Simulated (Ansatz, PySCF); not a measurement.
TaOF₃, SMILES [O]=[Ta]([F])([F])[F], multiplicity 1. Atoms are numbered in the order given.

```xyz
5

Ta     0.0001     0.0000     0.0144
O      0.0000     0.0000    -1.7038
F      1.5588     0.8999     0.5640
F     -0.0001    -1.7998     0.5640
F     -1.5587     0.8998     0.5640
```
Charge 0, spin multiplicity 1.

Geometry: B3LYP-D3(BJ)/def2-SVP. The multiplicity is an assumed one; other spin states were not compared. The isomer is the one that the SMILES or the coordinates give; other isomers of the formula were not compared. The def2 effective core potentials stand for the cores of Ta; spin–orbit coupling is left out.

Two levels are set side by side: PBE-D3(BJ)/def2-SVP (Ansatz, a quantum-chemistry and plane-wave program) and B3LYP-D3(BJ)/def2-SVP (Ansatz). Each level has its own optimised geometry; the coordinates shown are those of the second. Frequencies come from the Hessian of PySCF at each geometry. Differences are taken from unrounded values.

```csv
quantity,B3LYP-D3(BJ),PBE-D3(BJ),PBE-D3(BJ) minus B3LYP-D3(BJ)
mean bond length (Å),1.841,1.847,0.006
bond Ta1–O2 (Å),1.718,1.728,0.010
bond Ta1–F3 (Å),1.882,1.887,0.005
bond Ta1–F4 (Å),1.882,1.887,0.005
bond Ta1–F5 (Å),1.882,1.887,0.005
highest harmonic wavenumber (cm⁻¹),1020,985,-35
mean harmonic wavenumber (cm⁻¹),462,451,-12
zero-point energy (kcal/mol),5.95,5.80,-0.15
```

Exact exchange shortens and stiffens bonds; PBE has none. Differences between two approximate levels are no errors against the true value.
